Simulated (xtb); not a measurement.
xtb input (GFN1-xTB):

```bash
xtb mol.xyz --gfn 1 --sp --chrg -1 --uhf 0
```
mol.xyz:
```
10

C     -1.52198326    -0.72584287    -0.31559099
C     -0.68373727     0.51506833     0.00317070
Si     1.26310726     0.26784201     0.20426328
H     -1.18260207    -1.18469447    -1.24854008
H     -1.39726692    -1.48021231     0.46638788
H     -2.60174785    -0.52100960    -0.41545269
H     -0.83912030     1.27114917    -0.77878027
H     -1.05292978     0.97680886     0.92931433
H      1.45063197    -0.58308009    -1.07460761
H      1.17385643    -0.96410247     1.13651420
```

End of the output:

```
         :::::::::::::::::::::::::::::::::::::::::::::::::::::
         ::                     SUMMARY                     ::
         :::::::::::::::::::::::::::::::::::::::::::::::::::::
         :: total energy              -9.803949975796 Eh    ::
         :: gradient norm              0.194047748969 Eh/a0 ::
         :: HOMO-LUMO gap              4.078481176604 eV    ::
         ::.................................................::
         :: SCC energy                -9.907958439177 Eh    ::
         :: -> electrostatic           0.001278841721 Eh    ::
         :: repulsion energy           0.106888508912 Eh    ::
         :: dispersion energy         -0.002880045530 Eh    ::
         :: halogen bond corr.         0.000000000000 Eh    ::
         :: add. restraining           0.000000000000 Eh    ::
         :: total charge              -1.000000000000 e     ::
         :::::::::::::::::::::::::::::::::::::::::::::::::::::

           -------------------------------------------------
          |                Property Printout                |
           -------------------------------------------------

    * Orbital Energies and Occupations

         #    Occupation            Energy/Eh            Energy/eV
      -------------------------------------------------------------
         1        2.0000           -0.5595684             -15.2266
         2        2.0000           -0.4857143             -13.2170
         3        2.0000           -0.4541575             -12.3583
         4        2.0000           -0.4532246             -12.3329
         5        2.0000           -0.3861008             -10.5063
         6        2.0000           -0.3171440              -8.6299
         7        2.0000           -0.3039128              -8.2699
         8        2.0000           -0.2968166              -8.0768
         9        2.0000           -0.2191294              -5.9628
        10        2.0000           -0.1303029              -3.5457 (HOMO)
        11                          0.0195785               0.5328 (LUMO)
        12                          0.0461337               1.2554
        13                          0.0559005               1.5211
        14                          0.1121259               3.0511
        15                          0.1266878               3.4474
        16                          0.1579058               4.2968
        17                          0.1768741               4.8130
        18                          0.1832549               4.9866
        19                          0.1988378               5.4107
        20                          0.2019041               5.4941
        21                          0.2185762               5.9478
       ...                                ...                  ...
        31                          1.2817204              34.8774
      -------------------------------------------------------------
                  HL-Gap            0.1498814 Eh            4.0785 eV
             Fermi-level           -0.0553622 Eh           -1.5065 eV

  Mulliken/CM5 charges         n(s)   n(p)   n(d)
Note: The following floating-point exceptions are signalling: IEEE_UNDERFLOW_FLAG IEEE_DENORMAL
normal termination of xtb
     1C     0.47793  0.33177   0.861  2.661  0.000
     2C    -2.48759 -2.56471   1.683  4.804  0.000
     3Si    0.03949 -0.14153   1.479  2.288  0.193
     4H     0.00421  0.05603   0.996  0.000  0.000
     5H     0.00421  0.05603   0.996  0.000  0.000
     6H    -0.04599  0.00329   1.046  0.000  0.000
     7H     0.63558  0.69173   0.364  0.000  0.000
     8H     0.63558  0.69173   0.364  0.000  0.000
     9H    -0.13171 -0.06216   1.132  0.000  0.000
    10H    -0.13171 -0.06216   1.132  0.000  0.000

Wiberg/Mayer (AO) data.
largest (>0.10) Wiberg bond orders for each atom

 ---------------------------------------------------------------------------
     #   Z sym  total        # sym  WBO       # sym  WBO       # sym  WBO
 ---------------------------------------------------------------------------
     1   6 C    3.796 --     6 H    0.991     5 H    0.990     4 H    0.990
                             2 C    0.808
     2   6 C    2.409 --     1 C    0.808     8 H    0.581     7 H    0.581
                             3 Si   0.440
     3  14 Si   2.491 --    10 H    0.999     9 H    0.999     2 C    0.440
     4   1 H    1.010 --     1 C    0.990
     5   1 H    1.010 --     1 C    0.990
     6   1 H    1.006 --     1 C    0.991
     7   1 H    0.595 --     2 C    0.581
     8   1 H    0.595 --     2 C    0.581
     9   1 H    1.008 --     3 Si   0.999
    10   1 H    1.008 --     3 Si   0.999
 ---------------------------------------------------------------------------

Topologies differ in total number of bonds
Writing topology from bond orders to xtbtopo.mol

 dipole moment from electron density (au)
     X       Y       Z
  -1.9914  -0.1777  -0.2799  total (Debye):    5.131

           -------------------------------------------------
          | TOTAL ENERGY               -9.803949975796 Eh   |
          | GRADIENT NORM               0.194047748969 Eh/α |
          | HOMO-LUMO GAP               4.078481176604 eV   |
           -------------------------------------------------

------------------------------------------------------------------------
------------------------------------------------------------------------
 total:
 SCF:
```

It need not be the lowest isomer of its formula. Whether it binds its extra electron was not tested at this geometry.
